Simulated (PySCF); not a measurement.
Dipole response of Os (osmium, neutral)

[Xe] 4f14 5d6 6s2, high-spin 5D determinant. Computed with PySCF 2.14 in ANO-RCC-VTZP (8s7p5d3f2g1h, 104 functions), with the spin-free X2C one-electron Hamiltonian (Gaussian nucleus). Coupled (time-dependent) response in atomic units; α is the mean over directions. The basis has no added diffuse functions, which lowers α and C₆.

```json
{"method": "B97-3", "mean α (bohr³)": "45.59", "α xx, yy, zz": "45.21, 45.21, 46.36", "C₆ (like pair)": "491.1", "S(−4)": "653.0"}
```

S(−4) is the Cauchy moment in α(ω) = α(0) + S(−4) ω² + …

Reference α: 57 ± 3 bohr³ (recommended; Schwerdtfeger and Nagle, table of static dipole polarizabilities (2023 update)). Published C₆: 584.0 (Gould and Bucko (2016)).

Spin-orbit coupling is absent.

α(iu) at B97-3:

```
u (hartree)  α(iu) (bohr³)
          0          45.59
     0.0500          44.03
      0.100          40.06
      0.200          30.15
      0.300          22.17
      0.500          13.35
      0.750          8.671
       1.00          6.406
       1.50          4.128
       2.00          2.936
       3.00          1.716
       5.00         0.8097
```

The components differ because the open shell of this determinant is not spherical; for a pure term their mean is the scalar polarisability.

Spin-orbit coupling, absent here, splits the open shell strongly.
